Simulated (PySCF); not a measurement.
Mapped SMILES: `[CH2:1]=[N:2][SiH:3]([O:4][CH3:5])[O:6][CH3:7]`; H(Xn) means a hydrogen on atom n. Ha(C1) is cis to Si3; Hb(C1) is trans to Si3.

PySCF 2.14 calculation with coordinates at the PBE0-D3(BJ)/def2-SVP level and shielding tensors at CAM-B3LYP/pcSseg-1 (GIAO); rapidly exchanging positions averaged, relativity neglected, single conformer, isolated molecule.

References, each an isolated molecule treated in the same way: TMS for 13C and 1H and 29Si; NH3 for 15N; 17O against H2O.

```
      atoms  nucleus  count  δ (ppm)
        Si3     29Si      1        ?
         C1      13C      1        ?
         N2      15N      1    430.6
     Hb(C1)       1H      1     8.39
     Ha(C1)       1H      1     8.32
H(C5)/H(C7)       1H      6     3.72
      C5/C7      13C      2        ?
      O4/O6      17O      2     23.9
     H(Si3)       1H      1     4.71
```

Complete the table.

## Answers


- C1: 180.7 ppm, C=N carbon
- C5/C7: 51.4 ppm, methyl carbon bonded to O; the inductive effect lowers its shielding
- Si3: -50.1 ppm, silicon bonded to N, 2 O, H

Shifts are as computed, not scaled to solution data. Of 1309 compounds with measured shifts, 239 miss one by over three times the rms of a fit or turn the order of signals round; such compounds aren't used in these exercises. Experimental scales use liquid or dissolved standards, which lie at an offset from isolated NH3 (liquid NH3: subtract about 20 ppm) and H2O (liquid H2O: subtract about 36 ppm). Unscaled 15N shifts of sp2 nitrogen come out 20 to 40 ppm too high even then.
